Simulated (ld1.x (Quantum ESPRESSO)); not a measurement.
## Before and after: TM potential for In

indium (In), norm-conserving Troullier–Martins (Kleinman–Bylander form), made with ld1.x (Quantum ESPRESSO) 7.5 (PBE, scalar-relativistic). Core [Kr] 4d10, reference 5s1.5 5p1.5. Waves: 5p (bound): rc 2.95 bohr; 5s (bound): rc 2.00 bohr. Local part: the s channel. Core correction: Bessel-smoothed model core inside 1.15 bohr.

Change: wave 5p (bound): rc 2.95 bohr becomes 5p (bound): rc 3.76 bohr.

Cutoffs: the cutoffs (Ry, on a coarse ladder) from which the occupation-weighted sum of valence levels, in a spherical-Bessel basis at the reference potential, stays within 10 and 1 mRy of its value at 400 Ry; they do not see the model core or the augmentation charge, which bear on the density cutoff. Errors are all-electron minus pseudo energies relative to the spin-unpolarised reference configuration.

Predict the effect on cutoff, ghosts and configuration errors.

The potential gets softer (12 Ry and 25 Ry → 10 Ry and 25 Ry); of the 7 tests that both files solve, the error grows in 2 and shrinks in 4 by more than 15 % and 0.3 meV (median size 6.6 → 7.9 meV); neither file shows a bound ghost. A larger radius leaves more room for a smooth pseudo-wave, so fewer plane waves are needed.

```csv
quantity,base,changed
"cutoff, loose",12 Ry,10 Ry
"cutoff, tight",25 Ry,25 Ry
bound ghosts,none,none
"error for 5s2 5p1, meV [ΔE -2.88 eV]",-4.4,-1.9
"error for 5s2 5p0, meV [ΔE 2.48 eV]",-6.6,-7.9
"error for 5s1 5p0, meV [ΔE 21.71 eV]",-156,-188
"error for 5s2 5p1.3, meV [ΔE -3.42 eV]",-5.8,-3.6
"error for 5s1 5p2, meV [ΔE 2.96 eV]",-5.2,-2.3
"error for 5s0 5p3, meV [ΔE 9.06 eV]",-43,-16
"error for 5s1 5p1, meV [ΔE 9.07 eV]",-31,-31
```
